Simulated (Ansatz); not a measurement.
Energy profile

The step: BSiH₃Cl₂ ([SiH3][B]([Cl])[Cl]) + H₂O → BHCl₂O ([OH][B]([Cl])[Cl]) + SiH₄; bonds formed: Si2–H5; dative contacts that become bonds: B1–O6; bonds broken: B1–Si2, H5–O6 (atoms numbered as in the saddle structure below).

```
10
angstrom
B -0.3461 -0.8543 0.1413
Si 1.0246 0.8765 -0.1162
Cl -0.4241 -1.6378 -1.4825
Cl 0.3841 -1.7840 1.4810
H -0.7963 0.4999 0.2505
O -1.7186 -0.2631 0.5347
H 0.6771 1.8512 -1.1879
H 1.3360 1.6044 1.1410
H 2.1838 0.0627 -0.5452
H -2.3207 -0.3557 -0.2167
```

Electronic energies by CCSD(T) at an estimated basis limit (MP2 extrapolated from triple and quadruple zeta, plus CCSD(T) − MP2 in triple zeta), on PBE0-D4/def2-TZVP structures; BSiH$_{5}$Cl$_{2}$O, singlet; no counterpoise correction. Computed with Ansatz 0.2.0 (basis: def2-TZVPP and def2-QZVPP); correlated methods freeze the cores. Extrapolation: Hartree–Fock as exp(−7.88 √X), correlation as X^−2.97.

(1) Give the profile in eV, counted from the separated reactants. (An estimate is asked for; the value comes from the calculation.)

No T1 diagnostic of these runs exceeds 0.014.

## Answers

(1) By the calculation:
| point | eV |
| --- | --- |
| separated: BSiH$_{3}$Cl$_{2}$ (linked as [SiH3][B]([Cl])[Cl]; B1, Si2, Cl3, Cl4, H7, H8, H9; singlet) + H$_{2}$O (H5, O6, H10; singlet) | 0.000 |
| start structure | -0.393 |
| saddle | 0.940 |
| end structure | -1.538 |
| separated: BHCl$_{2}$O (linked as [OH][B]([Cl])[Cl]; B1, Cl3, Cl4, O6, H10; singlet) + SiH$_{4}$ (Si2, H5, H7, H8, H9; singlet) | -1.465 |

For scale, one of the runs: CCSD(T)/def2-TZVPP, 258 basis functions, launched by `ansatz run in.yaml --threads 8 --pin off --events-out ev --progress --plain --max-ram 19148MiB`. Time: 75 s of wall clock on 8 CPU threads of an Intel Xeon Platinum 8175M; the host was shared. Peak host memory: 5.6 GiB.
